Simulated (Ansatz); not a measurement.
Ansatz (a program for electronic structure) input:

Ansatz 0.2 input:
```yaml
crystal:
  periodic: [false, false, false]
  atoms:
    - {symbol: Zn, position_ang: [0.00000000, 0.00000000, 0.00000000]}
    - {symbol: I, position_ang: [-0.00000000, -0.00000000, -2.45913214]}
    - {symbol: I, position_ang: [0.00000000, 0.00000000, 2.45913214]}
basis:
  gaussian:
    orbitals: def2-TZVP
hamiltonian:
  xc: b3lyp
  dispersion: d3bj
total_charge: 1
magnetization: {spin_polarized: true, initial_magnetization: 1}
phonons: {temperatures: {t_min: 298.15, t_max: 298.15, t_step: 100}}
```

Q: Predict the final energy.

A: -2374.82734 Eh (B3LYP-D3(BJ)/def2-TZVP). The basis has 148 functions.

The spin state was set by rule; other spins were not relaxed.
